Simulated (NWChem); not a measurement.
System: CH4SSe; SMILES [Se](S)C

```xyz
7

Se    -0.4620    -0.4571     0.0083
C      1.2702    -1.3451     0.0117
H      1.0614    -2.4238     0.0756
H      1.8544    -1.0323     0.8862
H      1.8181    -1.1326    -0.9153
S      0.1913     1.6473     0.0552
H      0.2926     1.8454    -1.2815
```
Atoms are numbered in this order, from 1.

Results from NWChem. All runs use the structure optimised with PBE0/def2-SVP. Hybrids' shares of exact exchange are those that their runs print; pure functionals count as 0. The functionals differ in more than this share.

```
row                    share of exact exchange  orbital gap (eV)
---------------------  -----------------------  ----------------
PBE/def2-SVP                              0.00              3.57
BP86/def2-SVP                             0.00              3.56
TPSSh/def2-SVP                            0.10          withheld
B3LYP/def2-SVP                            0.20              5.27
Hartree-Fock/def2-SVP                     1.00             12.25
```

### Question
Fit a straight line of the last column on the one before it, predict the withheld value, and compare with the run.

### Answer

1. Means of the 4 shown rows: x = 0.300, y = 6.162. Slope Σ(x − x̄)(y − ȳ)/Σ(x − x̄)² = 5.909/0.6800 = 8.690; intercept 3.556.
2. The shown rows scatter about the line by 0.014 (root mean square); the largest residual is -0.02, at B3LYP/def2-SVP.
3. At x = 0.10 (TPSSh/def2-SVP; inside the shown range) the line gives 4.42.
4. The run gives 4.64, +0.22 from the line.
